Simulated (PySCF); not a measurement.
Isomers of C4H7F3OP2, one GFN2-xTB conformer each. Single-point energies are computed at PBE0/pcSseg-1 (PySCF, gas phase, no added dispersion term), electronic only.

| SMILES | GFN2-xTB relative energy (kJ/mol) |
| --- | --- |
| OCCC/P=P/C(F)(F)F | 34.2 |
| C=C[P@](=O)(CP)C(F)(F)F | 0.0 |

Conformers: `[OH:1][CH2:2][CH2:3][CH2:4]/[P:5]=[P:6]/[C:7]([F:8])([F:9])[F:10]` with H–O1–C2–C3 167°, O1–C2–C3–C4 -57°, C2–C3–C4–P5 54°, C3–C4–P5–P6 79°; `[CH2:1]=[CH:2][P@:3](=[O:4])([CH2:5][PH2:6])[C:7]([F:8])([F:9])[F:10]` with C1–C2–P3–O4 0°, C2–P3–C5–P6 75°, P3–C5–P6–H -45° and 47°.

Question: What does PBE0/pcSseg-1 give for the same structures?

Answer: 
```csv
SMILES,PBE0/pcSseg-1 E (Eh),PBE0/pcSseg-1 (kJ/mol),GFN2-xTB (kJ/mol),point group
C=C[P@](=O)(CP)C(F)(F)F,-1213.20520,0.0,0.0,C1
OCCC/P=P/C(F)(F)F,-1213.19244,33.5,34.2,C1
```

Both levels put the same isomer lowest. As drawn, the lower has a P=O bond and a C=C bond outside aromatic rings, which the higher lacks; the higher has an O–H bond, which the lower lacks.

Question: Which frontier levels, dipoles and rotational constants go with these structures?

Answer: 
```tsv
SMILES	HOMO (eV, PBE0/pcSseg-1)	LUMO (eV)	dipole (D)	A, B, C (MHz)
C=C[P@](=O)(CP)C(F)(F)F	-7.78	-1.35	3.52	1342, 716.0, 592.7
OCCC/P=P/C(F)(F)F	-6.68	-2.15	6.54	2061, 532.8, 502.6
```

Question: As an exercise, what shares would exp(−E/RT) give at 2000 K from these electronic energies alone (no entropy, no degeneracies)?

Answer: RT = 16.629 kJ/mol: C=C[P@](=O)(CP)C(F)(F)F 88.2 %, OCCC/P=P/C(F)(F)F 11.8 %.
